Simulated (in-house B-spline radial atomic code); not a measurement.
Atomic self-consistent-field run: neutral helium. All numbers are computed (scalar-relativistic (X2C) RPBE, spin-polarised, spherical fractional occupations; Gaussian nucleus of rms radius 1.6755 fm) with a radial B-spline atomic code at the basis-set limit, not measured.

Command:
```bash
python run_scf.py task.json out
```
Settings (nuclear radius in fm, mass in u):
```
Z                2
configuration    1s2
hamiltonian      x2c
method           rpbe,pbe
spin_polarised   True
nucleus          gauss
rms_radius       1.6755
atomic_mass      4.0026
speed_of_light   137.035999084
```

Output (hartree, bohr):
```
 radial grid: 82 intervals, B-splines of order 8, outer radius 50 bohr

 iter        energy (Eh)    residual
    1          -2.761430    4.54e-02
    2          -2.888484    1.94e-02
    3          -2.908550    5.93e-03
    4          -2.910660    1.64e-03
    5          -2.910814    8.47e-04
    6          -2.910855    4.89e-06
    7          -2.910855    1.80e-07

 total energy                        -2.91085
 kinetic                               2.8741
 electron-nucleus                     -6.7507
 Hartree                               2.0331
 exchange-correlation                 -1.0673

 orbital      occ     eigenvalue          <r>       <r^2>       <1/r>       r_max
 1s up      1.000        -0.5815     0.943663     1.25132     1.68784      0.5588
 1s down    1.000        -0.5815     0.943663     1.25132     1.68784      0.5588
```

Run time, properties included: 0.09 s on 1 thread of Arm Neoverse V1, on a shared host.
